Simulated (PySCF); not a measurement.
## Correlation energy of Kr⁺ (krypton, charge +1)

[Ar] 3d10 4s2 4p5, 2P determinant. All numbers are calculated (PySCF 2.14, the spin-free X2C one-electron Hamiltonian (Gaussian nucleus), in aug-cc-pVQZ-DK (8s7p5d3f2g, 93 functions)). Frozen: [Ar] 3d10; 7 electrons correlated.

```tsv
level	correlation energy (mhartree)
CCSD	-174.13
(T)	-5.11
CCSD(T)	-179.24
```

Diagnostics: T1 = 0.0058, D1 = 0.0187, largest double amplitude 0.033.

Cost of the coupled-cluster step: of the order of 15 core-seconds, for 7 correlated electrons.

Iterations:

```
CC2 = 0
CCSD nocc = (np.int64(4), np.int64(3)), nmo = (79, 79)
frozen orbitals [[0, 1, 2, 3, 4, 5, 6, 7, 8, 9, 10, 11, 12, 13], [0, 1, 2, 3, 4, 5, 6, 7, 8, 9, 10, 11, 12, 13]]
max_cycle = 100
direct = 0
conv_tol = 1e-08
conv_tol_normt = 1e-06
diis_space = 8
diis_start_cycle = 0
Init t2, MP2 energy = -0.154887917253854
Init E_corr(UCCSD) = -0.154887917254576
cycle = 1  E_corr(UCCSD) = -0.169942977378433  dE = -0.0150550601  norm(t1,t2) = 0.0333958
cycle = 2  E_corr(UCCSD) = -0.172990274642196  dE = -0.00304729726  norm(t1,t2) = 0.0100397
cycle = 3  E_corr(UCCSD) = -0.174164109550407  dE = -0.00117383491  norm(t1,t2) = 0.00380215
cycle = 4  E_corr(UCCSD) = -0.174134623301667  dE = 2.94862487e-05  norm(t1,t2) = 0.000477157
cycle = 5  E_corr(UCCSD) = -0.174124564289407  dE = 1.00590123e-05  norm(t1,t2) = 9.12988e-05
cycle = 6  E_corr(UCCSD) = -0.17412599266608  dE = -1.42837667e-06  norm(t1,t2) = 2.46932e-05
cycle = 7  E_corr(UCCSD) = -0.174126148671033  dE = -1.56004953e-07  norm(t1,t2) = 5.02896e-06
cycle = 8  E_corr(UCCSD) = -0.17412610527918  dE = 4.33918531e-08  norm(t1,t2) = 1.31164e-06
cycle = 9  E_corr(UCCSD) = -0.174126106022763  dE = -7.43583223e-10  norm(t1,t2) = 3.8338e-07
UCCSD converged
E(UCCSD) = -2787.874989901397  E_corr = -0.174126106022763
UCCSD(T) correction = -0.00511171025258157
```
